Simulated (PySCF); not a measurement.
Level of theory: PySCF with M06-2X/def2-TZVP // B3LYP-D3(BJ)/def2-SVP. Isolated molecules, 0 K electronic values unless said otherwise. One relaxed conformer stands for a flexible species; it need not be the lowest. Excitations are Tamm–Dancoff values on a coarser integration grid. The basis has no diffuse functions, so Rydberg states are missing or too high.

Reference species (SMILES): `o1c(B)cc(F)c1` (neutral, multiplicity 1).

| Item | Result |
|---|---|
| S1 excitation (TDA) | 5.09 eV |
| brightest of the four lowest singlets (TDA) | 5.09 eV |
| LUMO | -1.37 eV |

After one change: the S1 excitation (TDA) increases by 0.07 eV; the brightest of the four lowest singlets (TDA) increases by 0.07 eV; the LUMO rises by 0.22 eV.

What was changed between the two runs? The new species is one of these.
(A) `Bc1ccc(F)o1`
(B) `Bc1cocc1F`
(C) `Bc1ccoc1F`
(D) `Bc1coc(F)c1`

A, `Bc1ccc(F)o1`
